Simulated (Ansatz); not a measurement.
# CH3AgF3P: where a starting geometry ends

The starting geometry of this gas-phase singlet was optimised with GFN2-xTB.

```yaml
atoms:
  - { symbol: C, position_ang: [-0.3461, -1.8111, 1.3223] }
  - { symbol: Ag, position_ang: [0.8040, -0.4652, 0.0613] }
  - { symbol: F, position_ang: [-0.5858, 1.3038, -2.1348] }
  - { symbol: F, position_ang: [1.0900, 2.9067, -2.3107] }
  - { symbol: F, position_ang: [0.0357, 2.5771, -0.2634] }
  - { symbol: P, position_ang: [0.7468, 1.6649, -1.3509] }
  - { symbol: H, position_ang: [0.2320, -2.3099, 2.1030] }
  - { symbol: H, position_ang: [-0.8297, -2.6037, 0.7433] }
  - { symbol: H, position_ang: [-1.1468, -1.2627, 1.8299] }
```

Question: Predict what it relaxes into with PBE0-D4/def2-SVP.

Answer: It keeps its bonds.

The energy falls by 0.52 eV over 32 steps:

```tsv
step	E − E(last) (eV)
1	0.524
4	0.161
8	0.002
11	0.000
15	0.000
18	0.000
22	0.000
25	0.000
29	0.000
32	0.000
```

Final geometry (Å):

```yaml
atoms:
  - { symbol: C, position_ang: [-0.2806, -1.8758, 1.3426] }
  - { symbol: Ag, position_ang: [-0.0294, -0.1954, 0.1399] }
  - { symbol: F, position_ang: [-0.4527, 1.7349, -2.6292] }
  - { symbol: F, position_ang: [1.7151, 2.0996, -1.6659] }
  - { symbol: F, position_ang: [-0.2246, 3.1029, -0.6704] }
  - { symbol: P, position_ang: [0.2543, 1.7009, -1.2174] }
  - { symbol: H, position_ang: [0.6947, -2.3195, 1.5977] }
  - { symbol: H, position_ang: [-0.8820, -2.6384, 0.8231] }
  - { symbol: H, position_ang: [-0.7947, -1.6092, 2.2794] }
```

The end wasn't checked by frequencies. Atoms past krypton carry core potentials, without spin–orbit terms. Run with Ansatz 0.2.0, 85 s on 2 threads of Arm Neoverse V2, on a shared host.
